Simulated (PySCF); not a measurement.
SMILES CN(C)[Si](C)(N)N (C₃H₁₃N₃Si), GFN2-xTB optimised geometry.

```
20

C      0.07    -1.45    -2.60
N     -0.52    -1.47    -1.29
C     -1.91    -1.88    -1.34
Si     0.09    -0.50     0.00
C     -0.43     1.33     0.00
N     -0.59    -1.23     1.41
N      1.83    -0.50     0.00
H     -0.42    -0.73    -3.27
H      1.12    -1.17    -2.53
H      0.00    -2.44    -3.07
H     -1.99    -2.88    -1.77
H     -2.31    -1.88    -0.33
H     -2.51    -1.20    -1.96
H     -1.50     1.43     0.13
H      0.05     1.88     0.80
H     -0.17     1.82    -0.93
H     -0.43    -2.22     1.54
H     -0.45    -0.75     2.28
H      2.30    -1.39    -0.03
H      2.31     0.16    -0.59
```

Density from PBE0/def2-SVP in PySCF at that geometry.

Minimum of the electron density along straight lines between bonded atoms, close to the bond critical point (lines longer than 1.1 times the sum of covalent radii, or with two minima, are not listed):

```json
[
 {"bond": "C1–N2", "length / Å": "1.440", "ρ at the minimum / e bohr⁻³": "0.275", "∇²ρ there / e bohr⁻⁵": "-0.79", "position (fraction from the first atom)": "0.39"},
 {"bond": "N2–C3", "length / Å": "1.442", "ρ at the minimum / e bohr⁻³": "0.272", "∇²ρ there / e bohr⁻⁵": "-0.78", "position (fraction from the first atom)": "0.61"},
 {"bond": "N2–Si4", "length / Å": "1.734", "ρ at the minimum / e bohr⁻³": "0.121", "∇²ρ there / e bohr⁻⁵": "0.72", "position (fraction from the first atom)": "0.60"},
 {"bond": "Si4–C5", "length / Å": "1.902", "ρ at the minimum / e bohr⁻³": "0.112", "∇²ρ there / e bohr⁻⁵": "0.31", "position (fraction from the first atom)": "0.38"},
 {"bond": "Si4–N6", "length / Å": "1.731", "ρ at the minimum / e bohr⁻³": "0.122", "∇²ρ there / e bohr⁻⁵": "0.73", "position (fraction from the first atom)": "0.40"},
 {"bond": "Si4–N7", "length / Å": "1.736", "ρ at the minimum / e bohr⁻³": "0.120", "∇²ρ there / e bohr⁻⁵": "0.71", "position (fraction from the first atom)": "0.40"},
 {"bond": "C1–H8", "length / Å": "1.099", "ρ at the minimum / e bohr⁻³": "0.274", "∇²ρ there / e bohr⁻⁵": "-0.99", "position (fraction from the first atom)": "0.62"},
 {"bond": "C1–H9", "length / Å": "1.087", "ρ at the minimum / e bohr⁻³": "0.281", "∇²ρ there / e bohr⁻⁵": "-1.06", "position (fraction from the first atom)": "0.63"},
 {"bond": "C1–H10", "length / Å": "1.095", "ρ at the minimum / e bohr⁻³": "0.276", "∇²ρ there / e bohr⁻⁵": "-1.01", "position (fraction from the first atom)": "0.63"},
 {"bond": "C3–H11", "length / Å": "1.095", "ρ at the minimum / e bohr⁻³": "0.275", "∇²ρ there / e bohr⁻⁵": "-1.00", "position (fraction from the first atom)": "0.62"},
 {"bond": "C3–H12", "length / Å": "1.085", "ρ at the minimum / e bohr⁻³": "0.284", "∇²ρ there / e bohr⁻⁵": "-1.09", "position (fraction from the first atom)": "0.64"},
 {"bond": "C3–H13", "length / Å": "1.098", "ρ at the minimum / e bohr⁻³": "0.274", "∇²ρ there / e bohr⁻⁵": "-0.99", "position (fraction from the first atom)": "0.62"},
 {"bond": "C5–H14", "length / Å": "1.085", "ρ at the minimum / e bohr⁻³": "0.272", "∇²ρ there / e bohr⁻⁵": "-0.97", "position (fraction from the first atom)": "0.62"},
 {"bond": "C5–H15", "length / Å": "1.084", "ρ at the minimum / e bohr⁻³": "0.272", "∇²ρ there / e bohr⁻⁵": "-0.96", "position (fraction from the first atom)": "0.62"},
 {"bond": "C5–H16", "length / Å": "1.086", "ρ at the minimum / e bohr⁻³": "0.270", "∇²ρ there / e bohr⁻⁵": "-0.95", "position (fraction from the first atom)": "0.62"},
 {"bond": "N6–H17", "length / Å": "1.007", "ρ at the minimum / e bohr⁻³": "0.332", "∇²ρ there / e bohr⁻⁵": "-1.52", "position (fraction from the first atom)": "0.76"},
 {"bond": "N6–H18", "length / Å": "1.006", "ρ at the minimum / e bohr⁻³": "0.333", "∇²ρ there / e bohr⁻⁵": "-1.53", "position (fraction from the first atom)": "0.76"},
 {"bond": "N7–H19", "length / Å": "1.007", "ρ at the minimum / e bohr⁻³": "0.332", "∇²ρ there / e bohr⁻⁵": "-1.52", "position (fraction from the first atom)": "0.76"},
 {"bond": "N7–H20", "length / Å": "1.006", "ρ at the minimum / e bohr⁻³": "0.332", "∇²ρ there / e bohr⁻⁵": "-1.52", "position (fraction from the first atom)": "0.76"}
]
```
